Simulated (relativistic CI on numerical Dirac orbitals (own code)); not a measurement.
Computed by Dirac-Coulomb-Breit CI, KLI orbitals optimised for each configuration, model QED, valence Slater integrals scaled by 0.85, P86 correlation energy added to each configuration (own radial code, finite nucleus).

Configurations in the expansion (outside the closed core [Ar]): 3d⁹, 3d⁸4s, 3d⁸4p, 3d⁷4s², 3d⁸5s, 3d⁸4d, 3d⁸5p, 3d⁷4s4p, 3d⁸4f, 3d⁸6s, 3d⁸5d, 3d⁸6p, 3d⁸5f, 3d⁸5g, 3d⁸6d, 3d⁸6f, 3d⁷4p², 3d⁷4s5s. Levels of other configurations are missing.

Correlation outside the listed configurations is missing or only estimated: errors of thousands of cm⁻¹ between configurations and terms are usual at this charge. Rates and lifetimes follow the computed energies and can be off by large factors. The fine structure of a lone outer electron comes out too small, for d and f at times inverted, and misplaced configurations move strength between like terms. 60 of the 60 excited levels that our extract of the measured tables holds in this range could be paired (the sources list more); they are missed by 6477 cm⁻¹ on average and 8833 at most, and levels without a partner can miss by more.

Outline of the computed level scheme of Cu III. Lowest level of each configuration: 3d⁹ ²D5/2 at 0.0000 eV; 3d⁸4s ⁴F9/2 at 6.8680 eV; 3d⁸4p ⁴D°7/2 at 13.8808 eV.

Some strong electric-dipole decays among the lowest 45 levels: 3d⁸4p ²D°3/2 → 3d⁹ ²D3/2 (8.4e+08 s⁻¹); 3d⁸4p ⁴G°11/2 → 3d⁸4s ⁴F9/2 (7.5e+08 s⁻¹); 3d⁸4p ²D°5/2 → 3d⁹ ²D5/2 (6.7e+08 s⁻¹); 3d⁸4p ⁴D°1/2 → 3d⁸4s ⁴F3/2 (6.5e+08 s⁻¹); 3d⁸4p ⁴F°3/2 → 3d⁸4s ⁴F3/2 (6.4e+08 s⁻¹); 3d⁸4p ²D°5/2 → 3d⁸4s ²F7/2 (6.2e+08 s⁻¹); 3d⁸4p ⁴D°7/2 → 3d⁸4s ⁴F9/2 (6.2e+08 s⁻¹); 3d⁸4p ²F°5/2 → 3d⁸4s ²F5/2 (6.1e+08 s⁻¹).

Rates of lines that live on the mixing of spin multiplicities can be off by large factors.

LS names give the leading component of a level, which can be under half, so a name can repeat, a term be missing and a line seem to break the LS rules.
